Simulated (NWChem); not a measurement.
Correlation energy of H2As

```xyz
3

As     0.0000     0.0000    -0.0614
H     -1.0888     0.0000     1.0131
H      1.0888     0.0000     1.0131
```
Charge 0, spin multiplicity 2.

Everything below was run with NWChem. Structure: optimised with UPBE0/def2-SVP, a minimum by its harmonic frequencies.

Basis set: def2-SVP. Each correlation energy counts from its own Hartree-Fock reference.

The Hamiltonian is non-relativistic. The correlated methods keep 9 core orbitals frozen. The structure started from a generated list of species. The unpaired electrons of the parent sit in orbitals of symmetry b2 (C2v labels of the run); other states weren't searched. The stability of the SCF solutions was not checked. Open-shell Hartree-Fock references start from PBE0 orbitals. No row is a measurement; the coupled-cluster row has its own basis-set and correlation limits.

**Question.** For the correlation energy, UMP2 gives -223.0 mHa and SCS-UMP2 gives -212.8 mHa. What do CCSD on UHF, CCSD[T] on UHF, CCSD(T) on UHF give?

**Answer.** CCSD on UHF: -237.4 mHa; CCSD[T] on UHF: -243.4 mHa; CCSD(T) on UHF: -243.0 mHa.
